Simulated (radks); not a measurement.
Problem. These are the eigenvalues of the occupied orbitals of an atom or ion with whole-number occupations (eV). Calculated with a radial shooting solver on a logarithmic mesh with Libxc functionals: Dirac Kohn-Sham, BLYP, spin-unpolarised, spherical densities, finite nucleus; Fermi nuclear charge, rms radius of each element as measured or else 0.836 A^(1/3) + 0.57 fm.

orbital  eigenvalue
1s1/2     -9067.600

Which element is it, and in what charge state? The configuration may be excited. Open shells, if any, fill j = l - 1/2 first.

Solution. Z = 26, iron, charge +25: Fe25+ in 1s1. The 1s level, -333.23 hartree, gives Z - s = 25.8 by -(Z - s)^2/2, which with screening and relativity narrows Z to a few neighbours, and the depths must fix Z and the occupations together.
